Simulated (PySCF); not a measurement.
## How methods differ on the ionisation energy of Hg⁶⁶⁺

Hg⁶⁶⁺ [Ne] 3s2 3p2 (3P) → Hg⁶⁷⁺ [Ne] 3s2 3p1 (2P), as a difference of total energies. Calculation: PySCF 2.14, in an even-tempered Gaussian basis (16 s from 20 bohr⁻², ratio 2.5; 10 p from 26 bohr⁻², ratio 2.5; 4 d from 97 bohr⁻², ratio 2.7; 4 f from 150 bohr⁻², ratio 2.7); no relativity, point nucleus. Correlated levels: outer shells: 1s2 frozen; virtual orbitals above 40 to 60 times the deepest correlated orbital energy dropped. The calculations carry no spin-orbit coupling.

```json
{"method": "UHF", "ionisation energy (eV)": "7348.0"}
{"method": "LDA", "ionisation energy (eV)": "7349.5"}
{"method": "PBE", "ionisation energy (eV)": "7350.7"}
{"method": "PBE0", "ionisation energy (eV)": "7350.3"}
{"method": "r2SCAN", "ionisation energy (eV)": "7350.6"}
{"method": "revPBE", "ionisation energy (eV)": "7350.6"}
{"method": "M06", "ionisation energy (eV)": "7351.0"}
{"method": "MP2 (outer shells)", "ionisation energy (eV)": "7347.9"}
{"method": "SCS-MP2 (outer shells)", "ionisation energy (eV)": "7347.5"}
```

Spin-orbit coupling is strong in these open shells (close to jj coupling). The scalar numbers leave it out and a first-order estimate fails, so it can dominate the gap to the real levels.

The gap to the reference is mostly relativistic.

For comparison: 8010 ± 40 eV (theoretical estimate listed by NIST; NIST Atomic Spectra Database, ionization energies).
